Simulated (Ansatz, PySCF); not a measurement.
This Ansatz (a quantum-chemistry and plane-wave program) input computes a r2SCAN/def2-TZVPD energy:

Ansatz 0.2 input:
```yaml
crystal:
  periodic: [false, false, false]
  atoms:
    - {symbol: Rb, position_ang: [-0.00000000, -0.00000000, -1.92032908]}
    - {symbol: I, position_ang: [0.00000000, 0.00000000, 1.34060710]}
basis:
  gaussian:
    orbitals: def2-TZVPD
hamiltonian:
  xc: {name: r2SCAN}
output: {forces: true}
```

Task: Write an input for the same energy in PySCF and say what it gives.

Result: 
```python
from pyscf import gto, scf, dft

mol = gto.M(
    atom='''
    Rb   -0.00000000   -0.00000000   -1.92032908
    I     0.00000000    0.00000000    1.34060710
    ''',
    basis='def2-tzvpd',
    ecp='def2-tzvp',
    charge=0,
    spin=0,
    verbose=4,
)

mf = dft.RKS(mol, xc='r2scan').density_fit(auxbasis='def2-universal-jkfit')
mf.grids.level = 4
mf.conv_tol = 1e-9
mf.max_cycle = 100
mf.max_memory = 1500
mf.kernel()
if not mf.converged:
    mf = mf.newton()
    mf.kernel(mf.make_rdm1())
mf.analyze()
```
It gives -322.01910 Eh, and Ansatz -322.01910 Eh, a difference of 0.00 mEh.
